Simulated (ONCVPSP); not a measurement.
## Plane-wave convergence, ONCV potential for V

- Element: vanadium (V)
- Generator: ONCVPSP 4.0.1
- Type: optimised norm-conserving Vanderbilt (ONCV)
- Functional: PBE
- Relativity: scalar-relativistic
- Frozen core: [Ar]
- Valence charge: 5
- Reference configuration: 3d3 4s1.5 4p0.5
- Partial waves: 4s: rc 2.15 bohr, ncon 5, nbas 9, qcut 2.7 1/bohr, 2 projectors, debl 2.2 Ha; 4p: rc 3.45 bohr, ncon 4, nbas 8, qcut 2.1 1/bohr, 2 projectors, debl 3.9 Ha; 3d: rc 2.35 bohr, ncon 5, nbas 10, qcut 7.9 1/bohr, 2 projectors, debl 2 Ha
- Local potential: polynomial inside 1.65 bohr (lpopt 5, dvloc0 6 Ha)
- Core correction: polynomial model core, fcfact 0.65

**Question.** For each optimised wave give the share of its norm inside rc, the residual kinetic energy above qcut (Ha) and the cutoffs (Ha) for errors of 10, 1, 0.1 and 0.01 mHa per electron.

**Answer.**

| wave | norm inside rc | residual KE | 10 mHa | 1 mHa | 0.1 mHa | 0.01 mHa |
| --- | --- | --- | --- | --- | --- | --- |
| 4s | 0.160 | 2.5e-03 | 1.7 | 23.0 | 46.3 | 52.5 |
| s projector 2 | 0.137 | 1.2e-01 | 35.5 | 61.1 | 68.2 | 79.4 |
| 4p | 0.305 | 1.7e-04 | 0.5 | 0.9 | 2.9 | 15.0 |
| p projector 2 | 0.194 | 4.7e-01 | 22.0 | 27.5 | 39.0 | 63.6 |
| 3d | 0.874 | 1.6e-07 | 18.2 | 21.9 | 25.0 | 27.4 |
| d projector 2 | 0.320 | 5.6e-06 | 20.7 | 24.8 | 27.9 | 30.9 |

The occupied waves need 23 Ha and 46 Ha for 1 and 0.1 mHa. The cutoffs count occupied waves only; projector 2 of the s channel, the hardest unoccupied one, needs 61 Ha at the loose tolerance. Note: no bound ghost flagged; GHOST(+) flagged for p at 96.4 eV, s at 353.7 eV. 1 of 4 tests not solved or not reliable.
